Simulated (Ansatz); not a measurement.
The lowest singlet and triplet of C3H4 (SMILES [CH]C=C); geometries from B3LYP-D3(BJ)/def2-TZVP, each state relaxed from the structure named, with no frequency check, low spin by broken symmetry.
Singlet at the triplet's geometry (charge 0, multiplicity 1):
```tsv
atom	x (Å)	y (Å)	z (Å)
C	-1.1747	0.2908	-0.4602
C	-0.0983	-0.3698	0.0454
C	1.1320	0.1799	0.3455
H	-2.1816	0.0333	-0.7467
H	-0.2269	-1.4407	0.2299
H	1.9291	-0.4295	0.7455
H	1.3258	1.2319	0.1871
```

A positive gap puts the triplet lower; no zero-point energy. R- takes a restricted singlet, here one determinant of a half-filled degenerate or near-degenerate pair, which mixes singlet states. U- takes an unrestricted singlet (broken symmetry where lower, unprojected). The triplet is unrestricted in single-reference levels. Active spaces average the two states.

Cores are frozen in the correlated methods.

Run with Ansatz (a program for electronic structure) with Gaussian orbitals. 

```json
[
 {"level": "R-B3LYP/def2-TZVPP", "gap E(singlet) − E(triplet), vertical, at the triplet's geometry (kcal/mol)": "27.15"},
 {"level": "U-B3LYP/def2-TZVPP (spin-contaminated)", "gap E(singlet) − E(triplet), vertical, at the triplet's geometry (kcal/mol)": "6.57"},
 {"level": "U-wB97X-V/def2-TZVPP (spin-contaminated)", "gap E(singlet) − E(triplet), vertical, at the triplet's geometry (kcal/mol)": "7.35"},
 {"level": "R-B2PLYP/def2-TZVPP", "gap E(singlet) − E(triplet), vertical, at the triplet's geometry (kcal/mol)": "26.50"},
 {"level": "R-MP2/cc-pVDZ", "gap E(singlet) − E(triplet), vertical, at the triplet's geometry (kcal/mol)": "27.11"},
 {"level": "R-CCSD/cc-pVDZ", "gap E(singlet) − E(triplet), vertical, at the triplet's geometry (kcal/mol)": "[?]"},
 {"level": "R-CCSD/cc-pVTZ", "gap E(singlet) − E(triplet), vertical, at the triplet's geometry (kcal/mol)": "[?]"},
 {"level": "FIC-NEVPT4(SD) on SA-CASSCF(4,4)/cc-pVTZ", "gap E(singlet) − E(triplet), vertical, at the triplet's geometry (kcal/mol)": "16.41"},
 {"level": "FIC-MRCISD+Q on SA-CASSCF(4,4)/cc-pVTZ", "gap E(singlet) − E(triplet), vertical, at the triplet's geometry (kcal/mol)": "16.62"}
]
```

Q: Complete the blanks.

A: 
- R-CCSD/cc-pVDZ, gap E(singlet) − E(triplet), vertical, at the triplet's geometry (kcal/mol): 32.46
- R-CCSD/cc-pVTZ, gap E(singlet) − E(triplet), vertical, at the triplet's geometry (kcal/mol): 29.60

Doubts at one or more of the structures used: a restricted determinant that unrestricted orbitals would lower (R-B3LYP/def2-TZVPP, R-B2PLYP/def2-TZVPP, R-MP2/cc-pVDZ, R-CCSD/cc-pVDZ, R-CCSD/cc-pVTZ); a spin-contaminated determinant (R-MP2/cc-pVDZ, R-CCSD/cc-pVDZ, R-CCSD/cc-pVTZ).
